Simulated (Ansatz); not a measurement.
System: sum formula H₃SiO₃, net charge 0, doublet state. It need not be the lowest isomer of its formula. 
Geometry from a B3LYP-D3(BJ)/def2-TZVP (Ansatz, a first-principles code) optimisation:
```xyz
7

Si     0.2956     0.1430    -0.1661
O     -0.1234    -1.2927    -0.8566
O     -0.9908     1.1652    -0.2838
O      0.5966    -0.1230     1.4314
H     -0.3795    -1.2841    -1.7836
H     -0.9111     2.0318     0.1254
H      1.2937    -0.7462     1.6564
```
Charge 0, spin multiplicity 2.

Basis-set convergence of Hartree-Fock and CCSD correlation energies (hartree) with Ansatz. Correlated levels leave the core frozen unless marked. Open shells are spin-unrestricted. Spin-orbit coupling is left out. Non-relativistic.

```json
[
 {"basis": "cc-pV(D+d)Z", "functions": "80", "E(HF)": "-515.38235", "E(corr, CCSD)": "-0.65716"},
 {"basis": "cc-pV(T+d)Z", "functions": "171", "E(HF)": "…", "E(corr, CCSD)": "…"}
]
```

Fill in the missing entries.


- cc-pV(T+d)Z, E(HF): -515.49748
- cc-pV(T+d)Z, E(corr, CCSD): -0.83086
